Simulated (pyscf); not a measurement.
**H₂N–Ga=O (SMILES [NH2][Ga]=[O]), singlet**

Gas-phase minimum from PySCF at ωB97X-D3(BJ)/def2-SVP, one conformer. 

SMILES: [NH2][Ga]=[O]
```xyz
5

N     -0.2802     0.3079    -1.0709
Ga     0.9663     0.5266     0.1971
O      2.1376     0.7811     1.3182
H     -1.2332     0.5999    -0.8770
H     -0.2709    -0.5409    -1.6279
```

Bonded distances (Å): N1–Ga2 1.792, N1–H4 1.015, N1–H5 1.015, Ga2–O3 1.641. Bond angles (°): Ga2–N1–H4 118.9, Ga2–N1–H5 118.9, H4–N1–H5 110.7, N1–Ga2–O3 177.4.

Properties at ωB97X-D3(BJ)/def2-SVP:

| Item | Result |
|---|---|
| Harmonic wavenumbers, unscaled | 181, 194, 326, 719, 783, 1000, 1534, 3611, 3711 cm⁻¹ |
| Zero-point energy | 17.2 kcal/mol |
| Rotational symmetry number | 1 |
| Entropy of this conformer at 298 K and 1 atm, rigid rotor and harmonic oscillator, modes under 100 cm⁻¹ raised to 100 | 281.7 J/(mol K) |
| Dipole moment | 5.48 D |

Single-point totals, which compare only within one level (frozen core for MP2 and CC):

| level | total energy (hartree) |
|---|---|
| ωB97X-D3(BJ)/def2-TZVP | -2056.05981 |
| PBE/def2-TZVP | -2055.65343 |
| r²SCAN/def2-TZVP | -2056.00358 |
| B3LYP-D3(BJ)/def2-TZVP | -2056.13502 |
| PBE0-D3(BJ)/def2-TZVP | -2055.68123 |
| M06-2X/def2-TZVP | -2056.01676 |
| ωB97M-D3(BJ)/def2-TZVP | -2056.13391 |
| HF/def2-TZVPP | -2053.75046 |
| MP2/def2-TZVPP | -2054.44406 |
| CCSD/def2-TZVPP | -2054.43019 |
| CCSD(T)/def2-TZVPP | -2054.46298 |

Soft torsions are taken as harmonic, which can shift the entropy by several J/(mol K). The CCSD(T) − MP2 part came from Ansatz, without density fitting, on the same reference. The frozen core leaves the outer d or s,p core shells of the metals and heavy elements correlated in the MP2 and CC values, and def2-TZVPP describes them poorly, so these totals are far from the basis limit. Elements up to Kr have no core potential and no relativistic terms here.
